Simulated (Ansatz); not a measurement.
Cartesian coordinates in Å:
```
C 0.4042 1.8055 -0.0820
C 0.8682 0.4431 -0.4501
C 0.2219 -0.6843 -0.1791
C -1.0849 -1.1134 0.5173
B -0.1120 -2.1211 -0.1062
F 0.1679 -3.3764 -0.3619
H 1.1426 2.3067 0.5529
H -0.5493 1.7727 0.4458
H 0.2930 2.4303 -0.9747
H 1.8154 0.3776 -0.9843
H -2.0240 -0.8582 0.0229
H -1.1429 -0.9826 1.5994
```

Charge 0, multiplicity 1.

(1) List the r2SCAN/def2-TZVPP orbital energies in eV (the Gaussian-basis code of Ansatz). (An estimate is asked.)

Answers

(1) Ansatz gave: Occupied: -666.73, -273.72, -273.17, -272.91, -272.74, -181.74, -32.10, -21.32, -19.70, -16.99, -14.05, -13.69, -12.56, -11.72, -11.43, -10.87, -10.76, -10.49, -9.58, -7.19, -6.61, -6.42. Lowest empty: -2.28, 0.79, 1.78, 1.91, 2.21, 2.81, 3.06, 3.12.
